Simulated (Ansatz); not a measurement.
`FB(S)O[SiH3]` + H₂ → `FBS` + `O[SiH3]`  (hydrogenolysis of a B–O bond)

Isolated molecules relaxed with PBE0-D4/def2-TZVP in Ansatz; ΔE leaves out vibrations. CCSD(T)/CBS is the MP2 limit (def2-TZVPP, def2-QZVPP) plus CCSD(T) − MP2 in def2-TZVPP, frozen cores. This one scheme is used for every species. Functionals use def2-TZVPP. Each species was taken in one conformer, which may not be the lowest.

```
             level  ΔE (kJ/mol)  difference from CCSD(T)/CBS
            PBE-D4        107.5                         -2.9
         revPBE-D4        110.6                          0.2
         r2SCAN-D4        115.6                          5.2
        r2SCANh-D4        115.3                          4.9
        r2SCAN0-D4        114.9                          4.5
               PBE        100.1                        -10.3
            revPBE         94.0                        -16.4
              PBE0        102.2                         -8.2
           r2SCANh        113.2                          2.8
     CCSD/def2-SVP        118.1                          7.7
  CCSD(T)/def2-SVP        120.3                          9.9
    MP2/def2-TZVPP        114.0                          3.6
    MP2/def2-QZVPP        114.3                          3.9
SCS-MP2/def2-QZVPP        110.1                         -0.3
      HF/CBS(def2)        103.5                         -6.9
    CCSD/CBS(def2)        107.8                         -2.6
       CCSD(T)/CBS        110.4                            0
```

Largest T1 diagnostic among the species: 0.014.

In def2-TZVPP, CCSD(T) changes the Hartree–Fock value by +7.1 kJ/mol (the triples alone add +2.6 kJ/mol) and MP2 by +11.0 kJ/mol. From BLYP to BHLYP (50 % exact exchange), in def2-TZVPP and without D4, ΔE moves by +7.1 kJ/mol. At CCSD(T), def2-SVP lies +9.9 kJ/mol from the extrapolated value and def2-TZVPP −0.3 kJ/mol.
